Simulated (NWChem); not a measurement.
Program: NWChem. System: C$_{2}$H$_{3}$F$_{2}$, charge 0, spin multiplicity 2, at a geometry optimised with UPBE0/def2-SVP. The structure started from a generated list of species. Its SCF solution wasn't tested for a lower state. Level: UMP2/def2-SVPD, 4 core orbitals frozen.

Part of the output:

```
             Northwest Computational Chemistry Package (NWChem) 7.3.0
             --------------------------------------------------------

                                NWChem Input Module
                                -------------------

 Scaling coordinates for geometry "geometry" by  1.889725989
 (inverse scale =  0.529177249)

                             Geometry "geometry" -> ""
                             -------------------------

 Output coordinates in angstroms (scale by  1.889725989 to convert to a.u.)

  No.       Tag          Charge          X              Y              Z
 ---- ---------------- ---------- -------------- -------------- --------------
    1 C                    6.0000     1.36016500    -0.24183200     0.20598000
    2 C                    6.0000    -0.10449400    -0.06304000     0.30780100
    3 F                    9.0000    -0.74953400    -0.90231300    -0.53906700
    4 F                    9.0000    -0.45387300     1.20661900    -0.00521600
    5 H                    1.0000     2.02030000     0.60760900     0.38653600
    6 H                    1.0000     1.76982100    -1.24766800     0.10223500
    7 H                    1.0000    -0.49348100    -0.26946800     1.32708600

 Effective nuclear repulsion energy (a.u.)     124.1012159679

            Nuclear Dipole moment (a.u.)
            ----------------------------
        X                 Y               Z
 ---------------- ---------------- ----------------
     0.0000056692    -0.0000094486    -0.0000075589


 Summary of "ao basis" -> "" (spherical)
 ------------------------------------------------------------------------------
       Tag                 Description            Shells   Functions and Types
 ---------------- ------------------------------  ------  ---------------------
 *                         def2-svpd                  on all atoms

 Summary of "ao basis" -> "ao basis" (spherical)
 ------------------------------------------------------------------------------
       Tag                 Description            Shells   Functions and Types
 ---------------- ------------------------------  ------  ---------------------
 C                         def2-svpd                 8       20   4s2p2d
 F                         def2-svpd                 9       23   4s3p2d
 H                         def2-svpd                 4        8   2s2p

                                 NWChem SCF Module
                                 -----------------

  ao basis        = "ao basis"
  functions       =   110
  atoms           =     7
  alpha electrons =    17
  beta  electrons =    16
  charge          =   0.00
  wavefunction    = UHF
  use symmetry    = F
  symmetry adapt  = F

 Summary of "ao basis" -> "ao basis" (spherical)
 ------------------------------------------------------------------------------
       Tag                 Description            Shells   Functions and Types
 ---------------- ------------------------------  ------  ---------------------
 C                         def2-svpd                 8       20   4s2p2d
 F                         def2-svpd                 9       23   4s3p2d
 H                         def2-svpd                 4        8   2s2p

 Forming initial guess at       0.0s

 Starting SCF solution at       0.0s

 ----------------------------------------------
         Quadratically convergent UHF

 Convergence threshold     :          1.000E-07
 Maximum no. of iterations :          100
 Integral*density screening:          1.000E-09
 ----------------------------------------------

              iter       energy          gnorm     gmax       time
             ----- ------------------- --------- --------- --------
                 1     -276.0887275503  4.70D-01  6.94D-02      1.4
                 2     -276.1091902442  2.81D-02  3.79D-03      2.1
                 3     -276.1094072306  8.01D-04  1.14D-04      3.4
                 4     -276.1094074066  5.56D-07  8.72D-08      5.4
                 5     -276.1094074066  5.26D-09  7.76D-10      7.0

       Final UHF  results
       ------------------

         Total SCF energy =   -276.109407406564
      One electron energy =   -628.441718734474
      Two electron energy =    228.231095360032
[...]
    Atom       Charge   Shell Charges
 -----------   ------   -------------------------------------------------------
    1 C    6     6.15   1.99  0.90  0.31 -0.05  1.97  0.95  0.03  0.05
    2 C    6     4.57   1.99  0.90 -0.34  0.04  1.82  0.16  0.13 -0.14
    3 F    9     9.60   1.99  1.12  0.84  0.05  3.33  2.09  0.15  0.01  0.02
    4 F    9     9.60   1.99  1.12  0.84  0.05  3.33  2.09  0.15  0.01  0.02
    5 H    1     1.03   0.74  0.26  0.03  0.01
    6 H    1     1.02   0.74  0.25  0.03  0.00
    7 H    1     1.02   0.77  0.19  0.02  0.04

  Mulliken analysis of the alpha density
  --------------------------------------

    Atom       Charge   Shell Charges
 -----------   ------   -------------------------------------------------------
    1 C    6     3.77   0.99  0.48  0.27 -0.04  1.29  0.73  0.01  0.03
    2 C    6     2.18   0.99  0.44 -0.21  0.02  0.88  0.06  0.07 -0.08
    3 F    9     4.80   1.00  0.56  0.42  0.02  1.67  1.05  0.07  0.00  0.01
    4 F    9     4.80   1.00  0.56  0.42  0.02  1.67  1.05  0.08  0.00  0.01
    5 H    1     0.46   0.34  0.09  0.02  0.01
    6 H    1     0.45   0.34  0.08  0.02  0.01
    7 H    1     0.53   0.40  0.10  0.01  0.02

   Mulliken analysis of the beta density
   -------------------------------------

    Atom       Charge   Shell Charges
 -----------   ------   -------------------------------------------------------
    1 C    6     2.38   0.99  0.42  0.04 -0.01  0.68  0.22  0.01  0.02
    2 C    6     2.39   0.99  0.46 -0.13  0.01  0.94  0.10  0.06 -0.05
    3 F    9     4.80   1.00  0.56  0.42  0.03  1.66  1.05  0.08  0.00  0.01
    4 F    9     4.80   1.00  0.56  0.42  0.03  1.66  1.05  0.08  0.00  0.01
    5 H    1     0.58   0.40  0.17  0.01 -0.00
    6 H    1     0.57   0.40  0.16  0.01 -0.01
    7 H    1     0.49   0.37  0.09  0.01  0.02

   Mulliken analysis of the spin density
   -------------------------------------

    Atom       Charge   Shell Charges
 -----------   ------   -------------------------------------------------------
    1 C    6     1.40  -0.00  0.06  0.23 -0.03  0.62  0.52 -0.00  0.01
    2 C    6    -0.20  -0.00 -0.02 -0.08  0.01 -0.05 -0.04  0.01 -0.03
    3 F    9     0.00   0.00  0.00 -0.00 -0.01  0.01  0.00 -0.00 -0.00 -0.00
    4 F    9     0.00   0.00  0.00 -0.00 -0.00  0.01  0.00 -0.00 -0.00 -0.00
    5 H    1    -0.12  -0.05 -0.08  0.01  0.01
    6 H    1    -0.11  -0.05 -0.08  0.01  0.02
    7 H    1     0.04   0.03  0.01 -0.00  0.00

       Multipole analysis of the density wrt the origin
       ------------------------------------------------

     L   x y z        total         alpha         beta         nuclear
     -   - - -        -----         -----         ----         -------
     0   0 0 0     -0.000000    -17.000000    -16.000000     33.000000

     1   1 0 0      0.679042     -0.868257      1.547293      0.000006
     1   0 1 0     -0.254055      0.090568     -0.344613     -0.000009
     1   0 0 1      0.662440      0.171730      0.490718     -0.000008

     2   2 0 0    -16.045625    -57.112417    -50.114715     91.181507
     2   1 1 0     -0.169615      3.339154      2.289645     -5.798414
     2   1 0 1     -0.540843    -10.273761     -9.739143     19.472061
     2   0 2 0    -18.132618    -50.128484    -49.439045     81.434912
     2   0 1 1     -0.463901     -6.553321     -6.964331     13.053751
     2   0 0 2    -16.637964    -19.146806    -16.630700     19.139543

                   NWChem MP2 Semi-direct Energy/Gradient Module
                   ---------------------------------------------

  Basis functions       =    110
  Molecular orbitals    =    110
  Frozen core           =      4
  Frozen virtuals       =      0
  Active alpha occupied =     13
  Active beta occupied  =     12
  Active alpha virtual  =     93
  Active beta virtual   =     94
  Use MO symmetry       = F
  Use skeleton AO sym   = F

  AO/Fock/Back tols     =   1.0D-09  1.0D-09  1.0D-09

 GA uses MA = F    GA memory limited = T

 Available:
  local mem=  1.26D+08
 global mem=  1.44D+08
 local disk=  0.00D+00
  mp2_memr nvloc                    93
  nvloc new                    93
   1 passes of  13:        3145728                      55513                  25078981.
   1 passes of  13: M    126153268           G      144155000           F     123007540.

 Semi-direct pass number   1 of   1  for UHF alpha       at        7.1s
  vrange nnbf                  6096
  mp2_eaftype                    95  avail_ma_in_mb                  1099
 EAF : mp2_eaftype filesize          95   12539491.
  mp2_eaf for mointskh                     95
Node 0 wrote     59.0 Mb in      0.1 s     Agg I/O rate:   707.8 Mb/s
 Done moints_semi at       10.0s
  mp2_eaftype                    95  avail_ma_in_mb                  1004
 EAF : mp2_eaftype filesize          95   12539491.
  mp2_eaf for kh                    95
 Done maket at       10.2s
 Done multipass loop at       10.2s

 GA uses MA = F    GA memory limited = T

 Available:
  local mem=  1.26D+08
 global mem=  1.44D+08
 local disk=  0.00D+00
  mp2_memr nvloc                    94
  nvloc new                    94
   1 passes of  12:        3145728                      53448                  23400143.
   1 passes of  12: M    126153268           G      144155000           F     123007540.

 Semi-direct pass number   1 of   1  for UHF beta        at       10.2s
  vrange nnbf                  6096
  mp2_eaftype                    89  avail_ma_in_mb                  1099
 EAF : mp2_eaftype filesize          89   11700072.
  mp2_eaf for mointskh                     89
Node 0 wrote     55.0 Mb in      0.0 s     Agg I/O rate:  1387.8 Mb/s
 Done moints_semi at       12.2s
  mp2_eaftype                    89  avail_ma_in_mb                  1010
 EAF : mp2_eaftype filesize          89   11700072.
  mp2_eaf for kh                    89
 Done maket at       12.4s
 Done multipass loop at       12.5s

          -------------------------------------------
          SCF energy                -276.109407406564
          Correlation energy          -0.644296752872
          Singlet pairs                0.000000000000
          Triplet pairs                0.000000000000
          Total MP2 energy          -276.753704159435
          -------------------------------------------

          ---------------------------------------------------
                    Spin Component Scaled (SCS) MP2
          Same spin pairs                     -0.168545433333
          Same spin scaling factor             0.333333333333
          Opposite spin pairs                 -0.475751319539
          Opposite spin scaling fact.          1.200000000000
          SCS-MP2 correlation energy          -0.627083394558
          Total SCS-MP2 energy              -276.736490801121
          ---------------------------------------------------

 -----------------------
 Performance information
 -----------------------

 Timer overhead =  1.04D-07 seconds/call

               Nr. of calls         CPU time (s)                 Wall time (s)                GFlops
             ---------------    -------------------     ------------------------------   -------------------
Name         Min   Avg   Max    Min     Avg     Max     Min     Avg     Max   Mx/calls   Min     Max     Sum
mp2: moin     2     2     2    4.9     4.9     4.9      4.9     4.9     4.9     2.4      0.0     0.0     0.0
mp2: make     2     2     2   0.47    0.47    0.47     0.47    0.47    0.47    0.23      0.0     0.0     0.0
mp2: tota     1     1     1    5.4     5.4     5.4      5.4     5.4     5.4     5.4      0.0     0.0     0.0

 The average no. of pstat calls per process was 5.00D+00
 with a timing overhead of 5.18D-07s

 Task  times  cpu:       12.4s     wall:       12.4s

 Total times  cpu:       12.5s     wall:       12.5s
```

**Question.** Write an NWChem input that would produce this output.

**Answer.** Several could match; the one computed here: 
```
start mol
memory heap 200 mb stack 900 mb global 1100 mb
geometry units angstroms nocenter noautoz noautosym
  C      1.360165    -0.241832     0.205980
  C     -0.104494    -0.063040     0.307801
  F     -0.749534    -0.902313    -0.539067
  F     -0.453873     1.206619    -0.005216
  H      2.020300     0.607609     0.386536
  H      1.769821    -1.247668     0.102235
  H     -0.493481    -0.269468     1.327086
end
basis spherical
  * library def2-svpd
end
scf
  uhf
  nopen 1
  maxiter 100
  thresh 1e-7
  semidirect memsize 60000000 filesize 0
  # guess.movecs holds the orbitals of an unrestricted PBE0 run
  vectors input guess.movecs output mol.movecs
end
mp2
  freeze core 4
end
task mp2 energy
```
